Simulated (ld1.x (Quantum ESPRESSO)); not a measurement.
**u(r) = r·R(r): atom against pseudo-atom (caesium (Cs))**

Columns: radius, all-electron u(r) and pseudo u(r) of the 6p shell (level -0.74 eV) of caesium in the configuration [Xe] 5d0 6s1 6p0; PBE, scalar-relativistic, TM semilocal scheme, ld1.x (Quantum ESPRESSO) 7.5.

| r (bohr) | all-electron | pseudo |
| --- | --- | --- |
| 0.272 | -0.0384 | 0.0115 |
| 0.544 | 0.0789 | 0.0408 |
| 0.816 | 0.0224 | 0.0745 |
| 1.088 | -0.0744 | 0.0985 |
| 1.360 | -0.1313 | 0.1061 |
| 1.632 | -0.1428 | 0.1004 |
| 1.904 | -0.1215 | 0.0896 |
| 2.176 | -0.0810 | 0.0808 |
| 2.448 | -0.0314 | 0.0782 |
| 2.720 | 0.0210 | 0.0842 |
| 2.992 | 0.0722 | 0.1007 |
| 3.264 | 0.1204 | 0.1287 |
| 3.536 | 0.1646 | 0.1656 |
| 3.808 | 0.2044 | 0.2044 |
| 4.080 | 0.2398 | 0.2398 |
| 4.352 | 0.2709 | 0.2709 |
| 4.624 | 0.2980 | 0.2980 |
| 4.896 | 0.3214 | 0.3214 |
| 5.168 | 0.3410 | 0.3410 |
| 5.440 | 0.3569 | 0.3569 |
| 5.712 | 0.3693 | 0.3693 |
| 5.984 | 0.3782 | 0.3782 |
| 6.256 | 0.3839 | 0.3839 |
| 6.528 | 0.3866 | 0.3866 |
| 6.800 | 0.3868 | 0.3868 |
| 7.072 | 0.3848 | 0.3848 |

Q: How many radial nodes do the two functions have?

A: The all-electron 6p function has n − l − 1 = 4 (the table is too coarse to show those close to the nucleus); the pseudo-wave has 0, since the states of the same l below it are removed with the core.

Q: At about which radius was the pseudo-wave matched?

A: 3.95 bohr, where the columns begin to agree (steps of 0.27 bohr).

Q: Is the pseudo-wave norm-conserving?

A: Yes: the TM semilocal scheme keeps the norm inside the radius equal to the all-electron one, which fixes the energy derivative of the logarithmic derivative at the level.
